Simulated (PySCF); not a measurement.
Species: C₅H₆O₂.
SMILES with atom numbers: `[CH3:1][O:2][c:3]1[cH:4][cH:5][o:6][cH:7]1` (hydrogens: H8, H9, H10 on C1; H11 on C4; H12 on C5; H13 on C7)

Method: PBE0-D3(BJ)/def2-SVP geometry optimisation, gas phase (PySCF).

**Question.** Give the optimised bond lengths and angles.

**Answer.** 
| bond | length (pm) |
| --- | --- |
| C1–O2 | 140.0 |
| O2–C3 | 134.4 |
| C3–C4 | 143.4 |
| C4–C5 | 136.5 |
| C5–O6 | 134.0 |
| O6–C7 | 135.3 |
| C3–C7 | 137.0 |
| C1–H8, C1–H9, C1–H10 | 110.3 |
| C4–H11 | 108.7 |
| C5–H12 | 108.7 |
| C7–H13 | 108.5 |

Bonds in one row agree within 1 pm and their mean is given. A selection of angles:
| angle | degrees |
| --- | --- |
| O2–C1–H8 | 107.0 |
| O2–C1–H9 | 111.8 |
| H8–C1–H9 | 108.7 |
| C1–O2–C3 | 116.7 |
| O2–C3–C4 | 129.1 |
| O2–C3–C7 | 124.5 |
| C4–C3–C7 | 106.4 |
| C3–C4–C5 | 105.2 |
| C3–C4–H11 | 128.3 |
| C5–C4–H11 | 126.5 |
| C4–C5–O6 | 110.9 |
| C4–C5–H12 | 132.6 |
| O6–C5–H12 | 116.5 |
| C5–O6–C7 | 108.1 |
| O6–C7–H13 | 117.7 |
| C3–C7–O6 | 109.4 |
| C3–C7–H13 | 132.9 |

Dihedral angles: C1–O2–C3–C4 0° (synperiplanar).

The 5-membered ring C3–C4–C5–O6–C7 has internal angles of 105.2° to 110.9° (sum 540°, against 540° for a flat polygon); it is planar, 0.00 Å rms from its mean plane, widest ring torsion 0°. O6 (furan-type oxygen) is bent (angle 108.1°). Of the pairs four or more bonds apart, C1···H11 is among the closest relative to their van der Waals radii: 2.80 Å, 96 % of the sum of Bondi's values. The C–O distances run from 1.340 Å (C5–O6, aromatic) to 1.400 Å (C1–O2, drawn single), a spread of 0.060 Å. The 3 C–C bonds span 1.365 Å (C4–C5, aromatic) to 1.434 Å (C3–C4, aromatic), a spread of 0.069 Å. The 7 heavy atoms lie in one plane (0.001 Å rms).

Point group: Cs (tolerance 0.08 Å). Not checked by PBE0-D3(BJ)/def2-SVP frequencies. One conformer, not necessarily the lowest.
